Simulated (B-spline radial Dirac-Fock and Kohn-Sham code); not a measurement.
# X-ray scattering factor of Pr

System: neutral praseodymium, configuration [Xe] 4f3 6s1 6p1 (not the ground configuration).

Input of the calculation (task.json; shells as n, l, electrons):

```json
{"items": [{
  "Z": 59,
  "q": 0,
  "cfg": [[1, 0, 2], [2, 0, 2], [2, 1, 6], [3, 0, 2], [3, 1, 6], [3, 2, 10], [4, 0, 2], [4, 1, 6], [4, 2, 10], [4, 3, 3], [5, 0, 2], [5, 1, 6], [6, 0, 1], [6, 1, 1]],
  "A": 141,
  "rrms": 4.8919,
  "do": ["scatter"],
  "s": [0.0, 0.09, 0.1, 0.13, 0.16, 0.19, 0.24, 0.29, 0.36, 0.44, 0.53, 0.66, 0.8, 0.98, 1.21, 1.48, 1.81, 2.22, 2.72, 3.34, 4.09, 5.01, 6.14],
  "pz": [0, 0.1, 0.2, 0.3, 0.4, 0.5, 0.6, 0.8, 1.0, 1.2, 1.4, 1.6, 1.8, 2.0, 2.5, 3.0, 4.0, 5.0, 7.0, 10.0, 15.0, 20.0, 30.0, 40.0, 60.0, 100.0],
  "hv_scatter": [1000, 2000, 5000, 10000, 20000, 30000, 100000, 200000]
}]}
```

Run with: `python xray_run.py task.json out`

The computed values come from a radial B-spline solver: configuration-average Dirac-Fock orbitals. f₀ is the Fourier transform of the spherical electron density, S the Waller-Hartree incoherent function, and s = sin θ/λ. The electron scattering factor follows from the Mott-Bethe formula f_e = 0.023934 Å⁻¹·(Z − f₀)/s².

```tsv
s (Å⁻¹)	f₀	S	f_e (Å)
0	59.000	0.000	–
0.09	54.813	4.329	12.373
0.1	54.183	4.855	11.528
0.13	52.279	6.436	9.518
0.16	50.322	8.013	8.113
0.19	48.314	9.547	7.084
0.24	44.976	11.967	5.827
0.29	41.833	14.230	4.886
0.36	37.961	17.096	3.885
0.44	34.256	19.857	3.059
0.53	30.747	22.459	2.407
0.66	26.507	25.762	1.785
0.8	22.867	28.995	1.351
0.98	19.481	32.712	0.985
1.21	16.643	36.637	0.692
1.48	14.209	40.047	0.489
1.81	11.556	43.045	0.347
2.22	8.763	45.858	0.244
2.72	6.554	48.479	0.170
3.34	5.211	50.884	0.115
4.09	4.341	52.966	0.078
5.01	3.437	54.709	0.053
6.14	2.495	56.042	0.036
```

f₀ starts at the number of electrons, 59, and has fallen to half at s ≈ 0.57 Å⁻¹. The sum of ⟨r²⟩ over the electrons is 113.0 bohr². It fixes the forward electron scattering factor, f_e(0) = (a₀/3)Σ⟨r²⟩ = 19.941 Å.
